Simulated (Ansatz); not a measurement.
Computed with Ansatz on PBE0-D4/def2-TZVP structures; ΔE is electronic, products minus reactants. CBS: MP2 limit from def2 TZ/QZ plus the TZ coupled-cluster correction, frozen cores. DFT in def2-TZVPP. Elements past krypton have def2 core potentials. For In outer-core shells are correlated without core-valence functions, which leaves a few kJ/mol of doubt a bond. Each species was taken in one conformer, which may not be the lowest.

Consider the ligand exchange at the Si–C bond: `[CH3][InH][CH2][SiH3]` + `OCS` → `OCS[SiH3]` + `[CH3][InH][CH3]`.

`[CH3][InH][CH2][SiH3]`:

Z-matrix (Å, degrees):
```
C
In 1 2.153
H 1 1.093 2 108.9
H 1 1.091 2 110.9 3 118.6
H 1 1.090 2 111.5 3 -119.2
C 2 2.169 1 118.3 3 -88.3
H 2 1.730 1 123.0 3 90.6
Si 6 1.858 2 112.4 1 80.2
H 6 1.094 2 108.0 1 -40.1
H 6 1.093 2 108.9 1 -157.7
H 8 1.491 6 110.3 2 -59.7
H 8 1.491 6 113.6 2 179.4
H 8 1.492 6 110.6 2 58.5
```

`OCS`:

Z-matrix (Å, degrees):
```
C
S 1 1.793
O 1 1.405 2 110.6
H 1 1.095 2 109.2 3 123.4
H 1 1.097 2 104.5 3 -120.8
H 2 1.343 1 96.4 3 -70.0
H 3 0.962 1 108.1 2 177.5
```

`OCS[SiH3]`:

Cartesian coordinates in Å:
```
O 1.523 -0.037 -1.438
C 1.008 0.863 -0.514
S 0.781 0.179 1.176
Si -1.162 -0.647 0.932
H 0.905 -0.766 -1.544
H 1.742 1.661 -0.403
H 0.058 1.305 -0.836
H -1.484 -1.388 2.175
H -1.194 -1.583 -0.229
H -2.175 0.413 0.682
```

`[CH3][InH][CH3]`:

Cartesian coordinates in Å:
```
C 1.584 -0.556 0.842
In 0.069 -0.454 -0.693
C -1.629 0.847 -0.395
H 2.038 0.429 0.979
H 1.131 -0.841 1.795
H 2.368 -1.271 0.596
H 0.213 -1.400 -2.141
H -2.319 0.818 -1.238
H -1.288 1.875 -0.254
H -2.166 0.554 0.510
```

| level | ΔE (kJ/mol) |
| --- | --- |
| r2SCAN-D4 | -55.1 |
| PBE0 | -53.3 |

Question: What does CCSD(T)/CBS give? (Best estimate.)

Answer: The calculation gave: -47.0 kJ/mol. The listed levels differ from it by -8.1, -6.3 kJ/mol.

Largest T1 diagnostic among the species: 0.012.
